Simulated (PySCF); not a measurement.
C6H14S2, SMILES S(C)CCCCSC. Atoms are numbered in the order given.

```xyz
22

C      0.6231     4.6769     0.0000
S     -0.6567     3.3856     0.0000
C      0.4181     1.9062     0.0000
C     -0.4267     0.6353     0.0000
C      0.4267    -0.6353     0.0000
C     -0.4181    -1.9062     0.0000
S      0.6567    -3.3856     0.0000
C     -0.6231    -4.6769     0.0000
H      1.2563     4.6142    -0.8989
H      0.1052     5.6465     0.0000
H      1.2563     4.6142     0.8989
H      1.0698     1.9342     0.8899
H      1.0698     1.9342    -0.8899
H     -1.0886     0.6392    -0.8835
H     -1.0886     0.6392     0.8835
H      1.0886    -0.6392     0.8835
H      1.0886    -0.6392    -0.8835
H     -1.0698    -1.9342     0.8899
H     -1.0698    -1.9342    -0.8899
H     -1.2563    -4.6142     0.8989
H     -0.1052    -5.6465     0.0000
H     -1.2563    -4.6142    -0.8989
```

Geometry: B3LYP-D3(BJ)/def2-SVP. The values are those of a single conformer.

Two levels are set side by side: PBE/pcSseg-1 (PySCF) and PBE0/pcSseg-1 (PySCF). GIAO shifts against H2S (³³S), TMS (¹H), TMS (¹³C) at the same level; non-relativistic, no solvent, atoms listed together averaged. Differences are taken from unrounded values.

```tsv
quantity	PBE0	PBE	PBE minus PBE0
δ(¹³C) of C1, C8 (ppm)	23.9	25.3	1.4
δ(³³S) of S2, S7 (ppm)	165.3	189.5	24.2
δ(¹³C) of C3, C6 (ppm)	43.9	47.2	3.3
δ(¹³C) of C4, C5 (ppm)	33.6	35.6	2.0
δ(¹H) of H12, H13, H18, H19 (ppm)	2.50	2.64	0.14
δ(¹H) of H14, H15, H16, H17 (ppm)	1.64	1.76	0.11
```

Rough cost on one machine, each run with all the roots and properties that it gave: PBE0 against PBE within a factor of 2.
